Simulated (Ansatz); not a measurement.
Harmonic frequencies (cm⁻¹) at PBE0-D4/def2-TZVP from Ansatz: 58, 58, 92, 92, 92, 171, 414, 414, 414.

(1) Which molecule is it?
A. `F[Si](F)(F)I`
B. `I[Si](I)(I)I`
C. `[SiH3]I`
D. `N[SiH](F)Br`

## Answers

(1) B.
